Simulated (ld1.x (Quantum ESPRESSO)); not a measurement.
Logarithmic derivatives: zinc (Zn), TM semilocal

```
Element                 : Zn (Z = 30)
Generator               : ld1.x (Quantum ESPRESSO) 7.5
Type                    : norm-conserving Troullier–Martins (semilocal form)
Functional              : PBEsol
Relativity              : non-relativistic
Frozen core             : [Ar] 3d10
Valence charge          : 2
Reference configuration : 4s1.5 4p0.5
Partial waves           : 4p (bound): rc 2.70 bohr; 4s (bound): rc 2.22 bohr
Local potential         : the s channel
Core correction         : none
```

The phase is arctan(r·u′/u) with u = r·R(r), unwrapped; energies in Ry, scanned from -2 to 5 Ry. A pole is an energy at which the radial function vanishes at the test radius. The pseudo phase is shifted by a multiple of π to meet the all-electron one at the reference energy, and phase errors are pseudo minus all-electron; the curves can meet again beyond the range given. Levels narrower than the energy grid can be missing from the lists of poles.

For each channel, where are the poles, and over which energies does the pseudopotential scatter like the atom?

```json
{"channel": "s", "radius (bohr)": "2.94", "reference energy (Ry)": "-0.48", "poles, all-electron": "0.35", "poles, pseudo": "0.34, 4.95", "unbroken range about the reference energy with phases within 0.05 rad": "below 1.8", "phase error 1 Ry above the reference energy (rad)": "-0.004"}
{"channel": "p", "radius (bohr)": "2.94", "reference energy (Ry)": "-0.12", "poles, all-electron": "1.23", "poles, pseudo": "1.19", "unbroken range about the reference energy with phases within 0.05 rad": "below 2.5", "phase error 1 Ry above the reference energy (rad)": "-0.005"}
```

Phases in the s channel:

```tsv
E (Ry)	all-electron	pseudo
-2.00	1.263	1.262
-1.52	1.169	1.168
-1.04	0.900	0.899
-0.56	-0.514	-0.514
-0.08	-1.390	-1.391
0.40	-1.583	-1.586
0.88	-1.684	-1.692
1.36	-1.776	-1.794
1.84	-1.903	-1.958
2.32	-2.181	-2.443
2.80	-3.114	-3.845
3.28	-4.128	-4.388
3.76	-4.426	-4.553
4.24	-4.546	-4.635
4.72	-4.612	-4.690
```
